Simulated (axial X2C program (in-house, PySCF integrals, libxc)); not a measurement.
Potential curves of PtH, spin-free

All values were computed with an axial X2C code built on PySCF integrals. Spin-free means the one-electron spin-free X2C Hamiltonian. Basis: Pt dyall-cv3z [13s14p9d6f4g], H dyall-v3z [6s2p1d] (cores contracted in-house); Gaussian nuclei, density fitting, unrestricted open shells. Masses: Pt 194.965 u, H 1.008 u.

State: M_S = 1/2, Λ = 0 (beyond evenly filled blocks: σα). Energies in kJ/mol from the fragments at the same level (Pt + H). Fits are polynomials in 1 − R0/R over 0.85 to 1.23 times the lowest point R0.

```
 R (Å)  CCSD(T)
1.3905  -318.08
1.4363  -330.64
1.4822  -336.79
1.5280  -337.78
1.5815  -333.83
1.6350  -325.66
1.7037  -310.66
```

Correlated methods: 11 electrons correlated (number of frozen shells: Pt 5 s, 4 p, 2 d, 1 f; H none), 221 virtual spin orbitals or spinors in MP2, 90 natural virtuals in coupled cluster.

Occupations by symmetry block were frozen at the best pattern of an incomplete PBE0 search. Dissociation energies refer to the lowest single-determinant-based atoms at the same level and basis. Coupled cluster ran in a truncated set of natural virtual spinors; the MP2 energy of the rest was added. (T) has no such correction and the atoms are truncated less, which lowers De at CCSD(T) by a hundredth of an eV or more. Other states lie close and PBE0, whose exact exchange favours high spin, may order them wrongly; the determinant shown need not be the ground state. The nearest other spin-free determinant of the search, M_S = 1/2, Λ = 2, lies 0.19 eV up at the distance of the search. With spin–orbit coupling the lowest determinant has another configuration, so this spin-free state is a model. Coupled cluster ran on the points near the minimum only. MP2 and coupled cluster on one determinant become unreliable at the stretched end.

Task: What are Re, ωe and De at the CCSD(T) level?

Result: At CCSD(T), spin-free: Re = 1.515 Å, ωe ≈ 2410 cm⁻¹, De = 3.50 eV to Pt + H; Be follows as 7.33 cm⁻¹.
